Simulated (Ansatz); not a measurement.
Compare A (`[SiH3]C1B[SiH2][SiH2]1`) with its isomer B (`B[SiH]1C[SiH2][SiH2]1`).

Program: Ansatz. Geometries: PBE0-D4/def2-TZVP. ΔE: electronic, gas phase. CCSD(T)/CBS adds triple-zeta CCSD(T) − MP2 to the extrapolated MP2 energy (def2 sets, frozen cores). DFT in def2-TZVPP. B3LYP here is the variant with VWN-RPA as its local correlation; programs differ in this.

(1) Which is lower in electronic energy at CCSD(T)/CBS, and by how much? (Best estimate.)

(2) Give E(B) − E(A) in kcal/mol with ωB97M-V, B2PLYP, r2SCAN-D4, HF/def2-TZVPP, B3LYP, CCSD/def2-TZVPP, PBE0-D4. (Best estimate.)

Largest T1 diagnostic: 0.015.

Answers

(1) The calculation gave: B, by 2.2 kcal/mol.

(2) Computed: ωB97M-V -2.9, B2PLYP -2.2, r2SCAN-D4 -5.3, HF/def2-TZVPP 6.5, B3LYP -2.9, CCSD/def2-TZVPP -0.7, PBE0-D4 -6.1. The order is the other way round with HF/def2-TZVPP.

In def2-TZVPP, CCSD(T) changes the Hartree–Fock value by −8.4 kcal/mol (the triples alone add −1.2 kcal/mol) and MP2 by −8.5 kcal/mol. From PBE to PBE0 (25 % exact exchange), in def2-TZVPP and without D4, E(B) − E(A) moves by +2.0 kcal/mol.
